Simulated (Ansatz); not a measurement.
Cost and result for the atomization energy of C3H8ClNOSi, SMILES `C=C[Si](N)(Cl)OC` (15 atoms, 14 bonds).

```xyz
15

C     0.486    1.176    2.311
C     0.020    0.973    1.082
Si    0.668   -0.292   -0.101
N     1.060    0.508   -1.553
Cl    2.247   -1.278    0.781
O    -0.377   -1.500   -0.436
C    -1.636   -1.304   -1.041
H     0.064    1.929    2.970
H     1.311    0.592    2.708
H    -0.809    1.594    0.741
H     1.402   -0.019   -2.341
H     1.494    1.417   -1.511
H    -1.988   -2.268   -1.413
H    -2.364   -0.926   -0.316
H    -1.577   -0.603   -1.880
```

The species carries charge 0 and has multiplicity 1. The structure was optimised at the PBE0-D4/def2-TZVP level. It is one conformer, not always the lowest. Program: Ansatz. All runs use 2 threads of an AMD EPYC 7R13 on a shared host and a share of an NVIDIA H100 80 GB. Times are those of one run each, without the atoms' runs, and a repeat can differ threefold. Electronic energies, without spin–orbit coupling; frozen cores. CCSD(T)/CBS adds CCSD(T) − MP2 in def2-TZVPP to the MP2 limit, and its time is that of the two runs behind it. T1 = 0.011. B3LYP takes the VWN-RPA correlation (the form of Gaussian; ORCA's B3LYP/G).

CCSD(T)/CBS is a level of theory with its own doubt, some kJ/mol a heavy atom from the limit and from the frozen cores, so smaller differences don't rank the functionals.

| level | functions | wall time |
| --- | --- | --- |
| PBE0-D4/def2-TZVPP | 351 | 2.7 s |
| B2PLYP/def2-TZVPP | 351 | 3.2 s |
| PBE-D4/def2-TZVPP (with forces) | 351 | 3.4 s |
| r2SCAN-D4/def2-TZVPP (with forces) | 351 | 3.5 s |
| ωB97X-V/def2-TZVPP | 351 | 4 s |
| B3LYP-D4/def2-TZVPP (with forces) | 351 | 4.4 s |
| ωB97M-V/def2-TZVPP (with forces) | 351 | 4.9 s |
| MP2/def2-QZVPP | 665 | 5.5 s |
| CCSD(T)/def2-TZVPP | 351 | 8 s |
| CCSD(T)/CBS(def2) | – | 14 s |

Problem. What atomization energy does each give, and how far from CCSD(T)/CBS? (An estimate is asked.)

Solution. The calculation gave: 
| level | atomization (kJ/mol) | difference from CCSD(T)/CBS | per bond |
| --- | --- | --- | --- |
| PBE0-D4/def2-TZVPP | 5929.6 | 5.0 | 0.4 |
| B2PLYP/def2-TZVPP | 5853.0 | -71.6 | -5.1 |
| PBE-D4/def2-TZVPP (with forces) | 6034.6 | 110.0 | 7.9 |
| r2SCAN-D4/def2-TZVPP (with forces) | 5925.7 | 1.1 | 0.1 |
| ωB97X-V/def2-TZVPP | 5934.1 | 9.5 | 0.7 |
| B3LYP-D4/def2-TZVPP (with forces) | 5918.1 | -6.5 | -0.5 |
| ωB97M-V/def2-TZVPP (with forces) | 5945.8 | 21.2 | 1.5 |
| MP2/def2-QZVPP | 5968.8 | 44.2 | 3.2 |
| CCSD(T)/def2-TZVPP | 5757.2 | -167.4 | -12.0 |
| CCSD(T)/CBS(def2) | 5924.6 | 0.0 | 0.0 |

The D4 term adds +63.4 kJ/mol with B3LYP and +34.0 kJ/mol with PBE0; it sums over pairs of atoms, weighted by their polarisabilities, and B3LYP, whose exchange is more repulsive, gets the larger term. From PBE to PBE0 (25 % exact exchange), in def2-TZVPP and without D4, the atomization energy moves by −99.3 kJ/mol: exact exchange takes away binding that semilocal exchange gives to molecules. In def2-TZVPP, CCSD(T) changes the Hartree–Fock value by +1461.0 kJ/mol (the triples alone add +91.7 kJ/mol) and MP2 by +1573.0 kJ/mol; breaking electron pairs costs correlation energy, which Hartree–Fock lacks.
